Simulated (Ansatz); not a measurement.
Reactions of CH$_{5}$GeNO$_{2}$ (`N[C](=O)[GeH2][OH]`).

Isolated molecules relaxed with PBE0-D4/def2-TZVP in Ansatz; ΔE leaves out vibrations. CCSD(T)/CBS adds triple-zeta CCSD(T) − MP2 to the extrapolated MP2 energy (def2 sets, frozen cores). This one scheme is used for every species, atoms too. Open shells (•) are unrestricted, without spin–orbit coupling. Spin–orbit coupling would lower the free atoms: a little for C, O; clearly for Ge. For Ge, Se outer-core shells are correlated without core-valence functions, so the limit isn't a true one: a few kJ/mol of doubt a bond, and 10 to 20 or more in all where bonds break to atoms. Scalar relativity is left out up to krypton. Each species was taken in one conformer, which may not be the lowest.

**Question.** Order these by ΔE at CCSD(T)/CBS, lowest first. (An estimate is asked.)
A. `N[C](=O)[GeH2][OH]` + `OC(O)N[SiH3]` → `[OH][GeH2][NH][SiH3]` + `NC(=O)C(O)O`
B. `N[C](=O)[GeH2][OH]` → C• + Ge• + 5 H• + N• + 2 O•
C. `N[C](=O)[GeH2][OH]` + `OC[SeH]` → `[OH][GeH2][SeH]` + `NC(=O)CO`

**Answer.** C (-27.1 kcal/mol), A (-18.0 kcal/mol), B (+871.9 kcal/mol).

Largest T1 diagnostic: 0.015, for `N[C](=O)[GeH2][OH]`.
